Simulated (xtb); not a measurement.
Al(Me)(OSiH3) (CH6AlOSi), SMILES [CH3][Al+][O][SiH3], charge +1. All values are semi-empirical tight-binding results from xtb (GFN2-xTB unless named), good for trends rather than for accurate numbers. The structure is a stationary point at GFN2-xTB. The spin state was assumed, not searched. The isomer is the one that the SMILES or the coordinates give; other isomers of the formula were not compared. One conformer was computed; it need not be the lowest.

A frequency run showed that this geometry is not a minimum.

For metal compounds this method's bond lengths and energies can be far off.

Q: Estimate the properties. (The exact figures need the calculation; the answer reports its results.)

A: 
* **point group as xtb finds it**: C3
* **orbital gap**: 2.18 eV
